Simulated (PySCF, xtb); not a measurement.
CH₅ClSi. Atoms are numbered in the order given.

```xyz
8

Si    -0.6259    -0.4472     0.0000
C      0.6791    -1.7750     0.0000
Cl     0.2825     1.4180     0.0000
H     -1.4747    -0.5213    -1.2077
H     -1.4747    -0.5213     1.2077
H      1.3127    -1.6957     0.8846
H      0.2104    -2.7622     0.0000
H      1.3127    -1.6957    -0.8846
```
Charge 0, spin multiplicity 1.

Coordinates come from a B3LYP-D3(BJ)/def2-TZVP optimisation.

The numbers are results of IEF-PCM-B3LYP/def2-SVP in PySCF, not measurements.

The values are the electrostatic part of the solvation free energy, E(continuum) − E(gas) at the gas-phase geometry, in a cavity of scaled van der Waals radii (PySCF's table); cavitation and dispersion terms are not included. In vacuum the orbital gap is 8.93 eV. The dipole moment in vacuum is 1.86 D.

| solvent | ε | ΔG(elec) (kcal/mol) | dipole (D) | gap (eV) |
|---|---|---|---|---|
| water | 78.36 | -1.6 | 2.34 | 9.08 |
| acetonitrile | 35.69 | -1.6 | 2.33 | 9.08 |
| N,N-dimethylformamide | 37.22 | -1.6 | 2.33 | 9.08 |

For comparison, GFN2-xTB/ALPB(water) (xtb, at the GFN2-xTB geometry, all terms of that model) gives -0.5 kcal/mol.
